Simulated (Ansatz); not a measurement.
The cluster Li₇H₈⁻, relaxed as a singlet with RKS PBE0-D4/def2-TZVPD in Ansatz, starting from the GFN1-xTB geometry. Force threshold 0.02 eV/Å.

The structure comes from a short search, and lower isomers may exist.

Start:

```xyz
15

Li   -0.358   -0.605   -0.871
Li    1.676   -1.430    0.193
Li    3.711   -0.129   -0.550
Li    1.650    0.752   -1.505
Li   -1.820   -1.040    1.100
Li   -3.277    0.875    1.600
Li   -1.711    1.359   -0.291
H    -2.664    2.218    0.872
H     1.323   -1.084   -1.621
H     0.019    1.266   -0.885
H    -2.873   -0.517    2.377
H     3.298   -1.109    0.713
H    -2.237   -0.414   -0.613
H    -0.050   -1.390    0.837
H     3.315    1.249   -1.357
```

Problem. Estimate the energy that the relaxation releases and the steps that it takes.

Solution. 11.9 kcal/mol, in 10 steps; 23 s on 4 threads of Arm Neoverse V2 on a shared host. The force fell under the threshold at step 6, but the optimiser went on and released 0.005 eV more. No frequencies were taken in this run, so the end may be a saddle point.

Problem. Does the start keep its bonding?

Solution. By distances, no bond broke or formed, bridged metal pairs apart. The bond that changes most is Li6–H11, from 1.64 to 1.78 Å (atoms count from 1). A close non-bonded pair moves further: Li3–H9, from 2.79 to 1.97 Å. Metal–metal contacts that move far: Li2–Li4 2.77 to 3.48 Å, Li5–Li7 2.78 to 3.48 Å.

Problem. Predict the relaxed structure.

Solution. 
Cartesian coordinates in Å:
```
Li -0.1899 -0.3143 -0.4667
Li 1.7451 -1.7352 0.4226
Li 3.4252 -0.4685 -0.9236
Li 1.6295 1.1850 -1.4645
Li -1.6317 -1.1893 1.4590
Li -3.3480 0.5959 1.1130
Li -1.7625 1.7062 -0.4661
H -3.2136 2.2264 0.4041
H 1.4815 -0.6823 -1.1368
H -0.0580 1.5649 -0.9991
H -3.0806 -0.6738 2.3360
H 3.5130 -1.7296 0.3336
H -1.9810 -0.1438 -0.0910
H 0.0735 -1.5396 1.0368
H 3.3974 1.1977 -1.5574
```
Bond lengths (bridged metal pairs left out): 18 × H–Li 1.77 to 1.90 Å.
